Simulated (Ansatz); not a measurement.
Consider the ligand exchange at the Si–O bond: `O[Si](O)(F)Cl` + `O[SiH3]` → `O[Si](F)(Cl)O[SiH3]` + H₂O.

Computed with Ansatz on PBE0-D4/def2-TZVP structures; ΔE is electronic, products minus reactants. CCSD(T)/CBS is the MP2 limit (def2-TZVPP, def2-QZVPP) plus CCSD(T) − MP2 in def2-TZVPP, frozen cores. This one scheme is used for every species. DFT in def2-TZVPP. Each species was taken in one conformer, which may not be the lowest.

`O[Si](O)(F)Cl`:

Cartesian coordinates in Å:
```
O -0.273 -1.172 -0.632
Si 0.046 0.309 -0.059
O -0.032 0.271 1.551
F 1.478 0.765 -0.558
Cl -1.251 1.712 -0.726
H -0.176 -1.340 -1.570
H 0.208 -0.545 1.993
```

`O[SiH3]`:

Z-matrix (Å, degrees):
```
Si
O 1 1.648
H 1 1.489 2 111.7
H 1 1.489 2 111.7 3 120.9
H 1 1.481 2 105.9 3 -119.6
H 2 0.957 1 117.9 3 -60.5
```

`O[Si](F)(Cl)O[SiH3]`:

```xyz
10

O    -0.706   -2.350    0.603
Si    0.370   -1.154    0.473
F     1.664   -1.652   -0.289
Cl    0.923   -0.633    2.346
O    -0.224    0.099   -0.335
Si   -0.208    1.724   -0.593
H    -1.185   -2.624   -0.181
H    -1.391    2.051   -1.422
H    -0.279    2.436    0.706
H     1.035    2.103   -1.309
```

H₂O:

Z-matrix (Å, degrees):
```
O
H 1 0.960
H 1 0.960 2 105.1
```

```json
{"level": "r2SCAN-D4", "ΔE (eV)": "-0.16"}
{"level": "B2PLYP", "ΔE (eV)": "-0.16"}
{"level": "PBE0", "ΔE (eV)": "-0.13"}
{"level": "HF/def2-QZVPP", "ΔE (eV)": "-0.22"}
```

Q: What does CCSD(T)/CBS give? (An estimate is asked.)

A: Computed: -0.23 eV. The listed levels differ from it by 0.07, 0.07, 0.10, 0.01 eV.

Largest T1 diagnostic among the species: 0.011.

From PBE to PBE0 (25 % exact exchange), in def2-TZVPP and without D4, ΔE moves by −0.03 eV. The D4 term adds −0.09 eV with B3LYP and −0.05 eV with PBE0; it sums over pairs of atoms, weighted by their polarisabilities, and B3LYP, whose exchange is more repulsive, gets the larger term.

B3LYP here is the variant with VWN-RPA as its local correlation; programs differ in this.
